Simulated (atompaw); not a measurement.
**silicon (Si): PAW (atompaw) pseudisation with LDA (PW92), scalar-relativistic reference atom.**

Si, PAW, made with atompaw 4.2.0.5 (LDA (PW92), scalar-relativistic). Core [Ne], reference 3s1.75 3p2.25. Waves: 3s (bound): rc 1.85 bohr; 3s channel at 0.3 Ry: rc 1.85 bohr; 3p (bound): rc 1.85 bohr; 3p channel at 1.9 Ry: rc 1.85 bohr. Local part: vpsmatchnc scheme with l = 2 at 1 Ry, radius 1.80 bohr. Core correction: smooth core density matched at 1.00 bohr. Augmentation charge: sinc compensation charge, radius 1.55 bohr; PAW radius 1.85 bohr; waves and projectors: custom polynom gramschmidtortho.

All-electron outer shells of the reference configuration (LDA (PW92), scalar-relativistic, ld1.x):

```tsv
shell	level (eV)	outermost node (bohr)	outermost maximum (bohr)
2s	-139.16	0.15	0.45
2p	-96.02	–	0.39
3s	-11.08	0.72	1.77
3p	-4.31	0.72	2.14
```

Q: Estimate the cutoffs (Ry, on a coarse ladder) from which the occupation-weighted sum of valence levels, in a spherical-Bessel basis at the reference potential, stays within 10 and 1 mRy of its value at 400 Ry.

A: 6 Ry and 18 Ry.

Q: What does a ghost test show?

A: Ghost state, extra bound levels that the all-electron valence spectrum of the same l lacks: s at -384.1 eV. A true bound ghost makes a file unfit for plane-wave use.

Q: Is the overlap operator S = 1 + Σ q|β⟩⟨β| positive definite (Bessel basis up to 400 Ry)?

A: Yes: its lowest eigenvalue is 0.10 (s channel).
